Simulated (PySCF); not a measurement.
cis-PtCl2(PF3)2 (singlet state).
Cartesian coordinates in Å at the PBE0-D3(BJ)/def2-SVP level; atoms count from 1:
```xyz
11
Cl2F6P2Pt angstrom
Pt     0.7193    0.5947    0.1317
Cl     3.0375    0.3272    0.1660
Cl     0.8158    2.8921    0.5253
P     -1.4282    1.0286    0.1433
F     -2.4197   -0.1705   -0.0902
F     -1.9852    2.0272   -0.9214
F     -2.0442    1.6164    1.4538
P      0.8346   -1.5599   -0.2458
F     -0.5191   -2.3452   -0.4068
F      1.5268   -2.4657    0.8223
F      1.5605   -2.0304   -1.5474
```

The calculation used PySCF, PBE0-D3(BJ)/def2-SVP geometry optimisation, gas phase, def2 core potentials past Kr.

Take the most abundant isotopes and a rigid rotor. 

(1) Give the principal moments of inertia and the rotational constants in MHz.

(2) Classify the top.

(3) What does the inertial defect say?

(4) Give the other two planar moments, Paa and Pbb, and the rms extents of the mass along the axes.

(5) Which types of transition are allowed, and where do some lines up to J = 5 fall?

(6) Estimate the classical rotational partition function at 50 K, 100 K and 200 K.

Answers

(1) Ia = 766.95, Ib = 1142.31, Ic = 1688.48 u·Å²; 505379 MHz·u·Å²/I gives A = 658.9, B = 442.4, C = 299.3 MHz.

(2) An asymmetric top; Ray's κ = -0.204.

(3) Not planar: Δ = Ic − Ia − Ib = -220.78 u·Å². For a rigid frame Δ = −2 Σ m c², so Σ m c² = 110.39 u·Å² lies off the ab plane. The atom farthest from that plane is 1.22 Å away.

(4) Paa = Σ m a² = (Ib + Ic − Ia)/2 = 1031.92 and Pbb = Σ m b² = (Ia + Ic − Ib)/2 = 656.56 u·Å². With the mass M = 440.84 u, the rms extents √(P/M) along a, b and c are 1.53, 1.22, 0.50 Å.

(5) The dipole components are |μa| = 0.00 D, |μb| = 4.73 D, |μc| = 0.00 D; the symmetry axis of this C2v structure is b, so μa and μc vanish by symmetry and there are no a-type or c-type lines. Some lines, for components of 0.1 D or more:

| type | branch | J(Ka,Kc) | MHz | lower level (cm⁻¹) |
| --- | --- | --- | --- | --- |
| b | Q | 3(2,1) ← 3(1,2) | 698 | 0.171 |
| b | Q | 2(2,0) ← 2(1,1) | 701 | 0.091 |
| b | Q | 5(3,2) ← 5(2,3) | 1038 | 0.438 |
| b | Q | 2(2,1) ← 2(1,2) | 1079 | 0.077 |
| b | R | 2(0,2) ← 1(1,1) | 1216 | 0.032 |
| b | Q | 3(2,2) ← 3(1,3) | 1321 | 0.143 |
| b | Q | 4(1,3) ← 4(0,4) | 1372 | 0.229 |
| b | R | 2(1,2) ← 1(0,1) | 1557 | 0.025 |
| b | Q | 5(1,4) ← 5(0,5) | 1887 | 0.337 |
| b | R | 3(0,3) ← 2(1,2) | 1928 | 0.077 |
| b | Q | 4(4,1) ← 4(3,2) | 1954 | 0.337 |
| b | R | 4(2,2) ← 3(3,1) | 2006 | 0.236 |
| b | R | 5(3,2) ← 4(4,1) | 2106 | 0.403 |
| b | R | 3(1,3) ← 2(0,2) | 2107 | 0.073 |
| b | Q | 5(5,1) ← 5(4,2) | 2490 | 0.530 |
| b | R | 4(1,4) ← 3(0,3) | 2660 | 0.141 |
| b | R | 3(2,2) ← 2(1,1) | 2875 | 0.091 |
| b | R | 4(2,3) ← 3(1,2) | 3401 | 0.171 |
| b | R | 5(1,4) ← 4(2,3) | 3453 | 0.284 |
| b | R | 3(2,1) ← 2(1,2) | 3527 | 0.077 |
| b | R | 4(2,2) ← 3(1,3) | 4795 | 0.143 |
| b | R | 5(3,2) ← 4(2,3) | 5645 | 0.284 |
| b | R | 5(2,3) ← 4(1,4) | 6249 | 0.230 |
| b | R | 5(5,1) ← 4(4,0) | 6309 | 0.403 |

(6) Point group C2v, symmetry number σ = 2; q = (√π/σ)·√((kT/h)³/(ABC)), k/h = 20836.6 MHz/K: 101000 at 50 K, 285000 at 100 K, 807000 at 200 K.

PBE0-D3(BJ)/def2-SVP frequencies: not computed here. Zero-point vibration and centrifugal distortion are left out. Quadrupole hyperfine structure (35Cl) is left out.
